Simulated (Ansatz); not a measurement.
`FB(Cl)C[SiH3]`. Total charge 0; spin multiplicity 1.

```xyz
10

F    -2.223    0.302    1.014
B    -1.525    0.079   -0.086
Cl   -2.129    0.820   -1.564
C    -0.223   -0.747   -0.054
Si    1.294    0.355    0.178
H    -0.231   -1.455    0.780
H    -0.065   -1.288   -0.991
H     2.507   -0.496    0.281
H     1.437    1.274   -0.979
H     1.157    1.157    1.422
```

Q: Give the diagnostics of a CCSD(T)/def2-TZVPP run (frozen core, Ansatz 0.2.0). (An estimate is asked.)

A: The calculation gave: T1 = 0.0118, largest single amplitude 0.027, largest double 0.016, (T) share of the correlation energy 3.6 %, 9 CCSD cycles. The RHF solution is stable towards an unrestricted one. T1 lies under the customary mark of 0.02 for closed shells.
